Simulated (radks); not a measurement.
All-electron atom: the gallium ion Ga8+ in [Ar] 3d5.

Calculated with a radial shooting solver on a logarithmic mesh with Libxc functionals: non-relativistic Kohn-Sham, LDA (Slater exchange, Perdew-Wang correlation), spin-unpolarised, spherical densities, point nucleus.

Energy parts (eV):
| part | energy |
|---|---|
| total | -51646.524 |
| kinetic | 51602.418 |
| electron-nucleus | -119367.721 |
| Hartree | 17906.733 |
| exchange-correlation | -1787.954 |

Orbitals (lengths in bohr, moments of r in powers of bohr):
| orbital | occ. | eigenvalue (eV) | <r^4> |
|---|---|---|---|
| 1s | 2 | -10264.55 | 0.00002741 |
| 2s | 2 | -1425.019 | 0.005774 |
| 2p | 6 | -1285.930 | 0.004092 |
| 3s | 2 | -317.6783 | 0.3173 |
| 3p | 6 | -271.6674 | 0.3519 |
| 3d | 5 | -192.2008 | 0.4214 |
| 4s | 0 | -118.7100 | 7.843 |
| 4p | 0 | -104.2896 | 10.00 |

The highest occupied level is 3d at -192.20 eV. Summed over all electrons, <r^2> = 6.443 bohr^2, which gives a Langevin (diamagnetic) susceptibility term of -5.1 x 10^-6 cm^3/mol.
